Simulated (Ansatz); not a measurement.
## Redistribution: C3H3F3O + C3H7FO → C3H4F2O + C3H6F2O

Species: C3H3F3O `FC(F)C1OC1F`, singlet; C3H7FO `COC(C)F`, singlet; C3H4F2O `FC(F)C1CO1`, singlet; C3H6F2O `CC(F)OCF`, singlet. The partners trade F for H; both sit on C, so the bond types are kept.

Shapes, held fixed at every level: PBE0-D4/def2-TZVP. Flexible molecules stand in one conformer, not always the lowest. Programs: Ansatz 0.2.0. The zero-point and thermal change to 298 K, harmonic and unscaled (PBE0-D4/def2-TZVP), is +2.1 kJ/mol.

| level | kind | ΔH(298 K) (kJ/mol) | less CCSD(T)/CBS estimate | CPU time (sum over the molecules) |
| --- | --- | --- | --- | --- |
| PBE-D4/def2-TZVPP | GGA | -2.1 | +5.4 | 43 s |
| BHLYP-D4/def2-TZVPP | global hybrid | -7.2 | +0.3 | 49 s |
| PBE0-D4/def2-TZVPP | global hybrid | -4.2 | +3.3 | 47 s |
| r2SCAN0-D4/def2-TZVPP | global hybrid | -5.0 | +2.5 | 80 s |
| wB97X-V/def2-TZVPP | range-separated hybrid | -5.4 | +2.1 | 2 min |
| B2PLYP/def2-TZVPP | double hybrid | -6.4 | +1.1 | 90 s |
| CCSD/def2-TZVPP | coupled cluster or CI | -7.9 | -0.4 | – |
| CCSD(T)/CBS estimate | coupled cluster or CI | -7.5 | 0.0 | 58 min |

The highest level, CCSD(T)/CBS estimate, gives ΔH(298 K) = -7.5 kJ/mol; the levels span -7.9 to -2.1. The column of differences is taken from that level and isn't an error. No measured value is set beside it here. The CBS estimate extrapolates MP2 from def2-TZVPP and def2-QZVPP and adds CCSD(T) − MP2 in the triple-zeta set, cores frozen. Times are processor times on shared x86 and Arm servers, and rough.
